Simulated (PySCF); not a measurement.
AlH3, SMILES [AlH3]. Atoms are numbered in the order given.

```xyz
4

Al     0.0000     0.0000     0.0000
H      1.5827     0.0000     0.0000
H     -0.7913     1.3707     0.0000
H     -0.7913    -1.3707     0.0000
```
Charge 0, spin multiplicity 1.

Coordinates come from a ωB97X-D3(BJ)/def2-TZVPD optimisation. The isomer is the one that the SMILES or the coordinates give; other isomers of the formula were not compared.

All values below come from PBE0/pcJ-2 (PySCF).

Isotropic couplings with Fermi-contact, spin-dipole and both spin-orbit terms, one fixed conformer, no vibrational averaging. Isotopes: 1H.

Computed spin–spin coupling constants:
| pair | bonds apart | J (Hz) |
|---|---|---|
| H2–H3 | 2 | 28.8 |
| H2–H4 | 2 | 28.8 |
| H3–H4 | 2 | 28.8 |
